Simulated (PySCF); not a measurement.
An unknown is described by computed data only.

Formula: BF3.

| Property | Result |
| --- | --- |
| Rotational structure | rotational constants A, B, C: 10.325, 10.312, 5.159 GHz [PBE0-D3(BJ)/def2-SVP] |
| Triplet | lowest triplet excitation (Tamm–Dancoff): 10.54 eV [TDA CAM-B3LYP/def2-SVPD] |
| Dipole | 0.00 D by symmetry (numerical residue 0.01 D) [CAM-B3LYP/def2-SVPD] |
| Couplings | largest of the computed one-bond spin–spin couplings (means over like bonds): 19F–11B -60.7 (×3) Hz [B3LYP/pcJ-1] |
| NMR, other nuclei | isotropic shieldings of nuclei other than C and H, by class: 87 (1 B), 298 (3 F) ppm [GIAO B3LYP/pcSseg-1] |
| XPS | B1s 202.4, F1s 694.7 (×3) eV [ΔSCF SCAN, pcX-2 on the ionised atom, pcseg-1 elsewhere, spin-free X2C] |
| UV, first state | lowest singlet excitation: 10.79 eV (115 nm, f = 0.000) [TDDFT CAM-B3LYP/def2-SVPD] |
| Polarisability | 15.8 au [CAM-B3LYP/def2-SVPD] |

The electronic properties come from PySCF, for the isolated species, density fitting. Levels stand in brackets. Geometry: PBE0-D3(BJ)/def2-SVP; no solvent, vibrations or thermal averaging. Each NMR value is the plain mean over a class of atoms that symmetry, rotation or inversion makes alike.

Question: Propose a structure and show how it fits.

Answer: The other shieldings belong to: 87 ppm, boron bonded to 3 F; 298 ppm, fluorine bonded to B. The couplings run between: -60.7 Hz, fluorine bonded to B and boron bonded to 3 F (with 2 like pairs). The core levels belong to: B1s 202.4 eV, boron bonded to 3 F; F1s 694.7 eV, fluorine bonded to B. The vanishing dipole is forced by symmetry. The optimised geometry has point group D3h and is an oblate symmetric top (the spread among constants that symmetry makes equal is optimisation noise). Structure: `FB(F)F`. The assignments are read from this structure; whether some other isomer fits the data as well wasn't checked.
